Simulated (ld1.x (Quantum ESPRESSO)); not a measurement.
**mercury: excitation energies, all-electron against PAW**

Hg (Z = 80), PAW, made with ld1.x (Quantum ESPRESSO) 7.5 (PBE, non-relativistic). Core [Xe] 4f14, reference 5d10 6s1.5 6p0.5. Waves: 6s (bound): rcut 2.20, rcutus 2.85 bohr; 6s channel at 4.4 Ry: rcut 2.20, rcutus 2.85 bohr; 6p (bound): rcut 3.45, rcutus 4.30 bohr; 6p channel at 1.8 Ry: rcut 3.45, rcutus 4.30 bohr; 5d (bound): rcut 2.10, rcutus 2.30 bohr; 5d channel at 4 Ry: rcut 2.10, rcutus 2.30 bohr. Local part: all-electron potential smoothed inside 2.55 bohr (lloc = -2). Core correction: a·sin(br)/r model core, default radius (core density twice the valence density). Augmentation charge: PSQ, inside the norm-conserving radii.

Energies are relative to the spin-unpolarised reference configuration 5d10 6s1.5 6p0.5; without spin polarisation the order of configurations can differ from experiment.

```
valence configuration  charge  ΔE all-electron (eV)  error AE − PS (meV)
         5d10 6s2 6p0       0                -2.019                 -0.1
         5d10 6s1 6p0      +1                 6.653                 -0.7
         5d10 6s0 6p0      +2                22.656                 -7.8
          5d9 6s2 6p0      +1                15.843                  -49
         5d10 6s0 6p1      +1                11.699                 -1.3
          5d8 6s0 6p0      +4               110.053                 -506
          5d9 6s0 6p0      +3                59.125                 -121
```
